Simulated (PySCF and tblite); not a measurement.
Values are calculated unless marked as measured or tabulated.
C5H7NO, numbered as in [CH3:1][O:2][c:3]1[cH:4][cH:5][nH:6][cH:7]1.

Level: B3LYP-D3(BJ)/def2-SVP (IEF-PCM, acetonitrile)//GFN2-xTB, thermal terms from GFN2-xTB, symmetry numbers and mirror pairs counted. Conformers within 3 kcal/mol (GFN2-xTB free energy) were kept, 3 at most. GIAO shieldings: WP04/pcSseg-1 (IEF-PCM, acetonitrile). Shifts are against TMS (¹H), TMS (¹³C) at the same level. Programs: PySCF with density fitting and tblite.

Torsions listed: C1–O2–C3–C4.

```tsv
conformer	shape	symmetry	E(GFN2) kcal/mol	E(DFT) kcal/mol
1	180°	Cs	0.00	0.00
2	0°	Cs	0.34	0.78
```

**Question.** How much do the weights at 298.15 K and the averaged shift of C4 depend on how the conformers are weighted?

**Answer.** 
```json
{"weighting": "DFT energy with thermal terms, symmetry and mirror images (full scheme)", "1 (%)": "79", "2 (%)": "21", "δ (ppm)": "102.4", "rms dipole (D)": "3.34"}
{"weighting": "DFT energy with symmetry and mirror images", "1 (%)": "79", "2 (%)": "21", "δ (ppm)": "102.4", "rms dipole (D)": "3.33"}
{"weighting": "bare DFT energy", "1 (%)": "79", "2 (%)": "21", "δ (ppm)": "102.4", "rms dipole (D)": "3.33"}
{"weighting": "GFN2-xTB energy with symmetry and mirror images", "1 (%)": "64", "2 (%)": "36", "δ (ppm)": "101.8", "rms dipole (D)": "3.14"}
{"weighting": "GFN2-xTB free energy", "1 (%)": "65", "2 (%)": "35", "δ (ppm)": "101.9", "rms dipole (D)": "3.15"}
{"weighting": "leading conformer alone", "1 (%)": "100", "2 (%)": "0", "δ (ppm)": "103.2", "rms dipole (D)": "3.58"}
{"weighting": "equal weights", "1 (%)": "50", "2 (%)": "50", "δ (ppm)": "101.3", "rms dipole (D)": "2.95"}
```

The largest departure from the full scheme, 1.1 ppm, comes with: equal weights.
